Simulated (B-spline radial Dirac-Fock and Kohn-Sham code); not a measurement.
## K-line shifts caused by a second vacancy in Kr⁷⁺

System: krypton as Kr⁷⁺, configuration [Ar] 3d10 4s1.

Input file task.json (cfg lists n, l and occupation; rrms is the nuclear radius in fm):

```json
{"items": [{
  "Z": 36,
  "q": 7,
  "cfg": [[1, 0, 2], [2, 0, 2], [2, 1, 6], [3, 0, 2], [3, 1, 6], [3, 2, 10], [4, 0, 1]],
  "A": 84,
  "rrms": 4.1884,
  "do": ["binding", "quiet", "double"]
}]}
```

Launch: `python xray_run.py task.json out`

Model: multi-electron Dirac-Fock with separately optimised hole states, Breit and Lamb-shift corrections added in first order. Program: a radial B-spline solver. Each two-hole energy is an average over J within one jj subconfiguration, not an observable level; in light atoms, where LS coupling holds, the j-resolved values are not observed lines, and for a K spectator the Kα1 hypersatellite is nearly forbidden. The model has no electron correlation.

Lines without a spectator: Kα2 (K-L2) 12596.8 eV, Kα1 (K-L3) 12649.8 eV, Kβ3 (K-M2) 14108.6 eV, Kβ1 (K-M3) 14116.7 eV. Shifts in eV with one spectator hole (a dash: not computed, or left out as unreliable):

| spectator hole | Kα2 | Kα1 | Kβ3 | Kβ1 |
| --- | --- | --- | --- | --- |
| K (1s) | +391.6 | +397.7 | +494.1 | +495.2 |
| L2 (2p1/2) | +39.7 | +48.9 | – | +107.5 |
| L3 (2p3/2) | +42.8 | +41.7 | +100.9 | – |
| M2 (3p1/2) | – | +4.61 | +11.01 | +13.61 |
| M3 (3p3/2) | +3.93 | – | +12.46 | +11.91 |
| M4 (3d3/2) | +0.35 | -1.15 | – | – |
| M5 (3d5/2) | -1.33 | -0.31 | – | – |

With n spectator holes in 2p, averaged over the 2p shell (energies in eV):

```
n     KαLⁿ   step  hypersatellite KαʰLⁿ
0  12632.1      –               13027.8
1  12675.9  +43.8               13072.9
2  12720.8  +44.9               13119.2
3  12766.9  +46.1               13166.6
4  12814.2  +47.3               13215.3
5  12862.7  +48.5               13265.1
```

Run: 50 s of CPU time on 1 thread of Neoverse-N1 (shared host), peak memory 0.41 GiB.
